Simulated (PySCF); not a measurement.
C₃H₅BFN, SMILES B1(C=C[C@@H]1F)N.

The structure is a stationary point at B3LYP-D3(BJ)/def2-SVP. The structure was generated by enumeration; whether it is a known compound was not checked. The values are those of a single conformer.

The numbers are results of B3LYP-D3(BJ)/def2-SVP (PySCF), not measurements.

Harmonic, unscaled wavenumbers; measured fundamentals usually lie a few per cent lower.

Computed normal modes with their intensities:
```csv
mode,ν (cm⁻¹),IR (km/mol),Raman (Å⁴/amu),depolarisation,moving atoms (share of kinetic energy)
1,124,8.9,3.1,0.71,"C 38 %, H 25 %, N 16 %, F 13 %"
2,200,3.8,2.4,0.75,"F 41 %, N 22 %, C 18 %, H 16 %"
3,318,3.0,3.3,0.75,"H 30 %, C 29 %, B 21 %, F 13 %"
4,414,7.1,1.9,0.75,"C 37 %, H 29 %, F 18 %, B 13 %"
5,508,160.3,0.6,0.64,"H 77 %, N 19 %"
6,584,1.2,0.8,0.55,H 86 %
7,590,6.9,3.1,0.69,"C 36 %, H 22 %, N 17 %, F 13 %, B 11 %"
8,646,16.7,7.5,0.19,"B 43 %, N 17 %, C 17 %, H 15 %"
9,768,24.7,4.7,0.27,"H 45 %, C 29 %, B 14 %"
10,834,6.1,4.5,0.65,"H 58 %, C 24 %, N 11 %"
11,853,14.6,4.1,0.63,"H 47 %, C 46 %"
12,991,42.2,5.1,0.11,"H 55 %, C 36 %"
13,1009,8.3,6.2,0.75,"H 52 %, C 47 %"
14,1027,25.7,12.2,0.72,"H 74 %, C 20 %"
15,1087,70.7,4.2,0.24,"C 44 %, H 23 %, B 19 %, F 9 %"
16,1110,18.9,3.8,0.60,"H 42 %, B 24 %, C 23 %"
17,1162,0.5,3.8,0.33,"H 47 %, C 44 %"
18,1297,1.9,4.8,0.53,"H 67 %, C 26 %"
19,1347,45.7,11.0,0.70,"H 61 %, C 34 %"
20,1468,103.9,13.8,0.62,"B 47 %, H 43 %"
21,1578,15.8,25.3,0.05,"C 89 %, H 10 %"
22,1612,227.5,4.7,0.39,"H 50 %, N 25 %, B 22 %"
23,3044,36.2,140.9,0.32,H 92 %
24,3125,21.4,166.4,0.37,"H 92 %, C 8 %"
25,3196,11.0,152.9,0.23,"H 91 %, C 9 %"
26,3590,43.4,158.6,0.14,H 96 %
27,3688,34.6,81.3,0.75,"H 91 %, N 9 %"
```
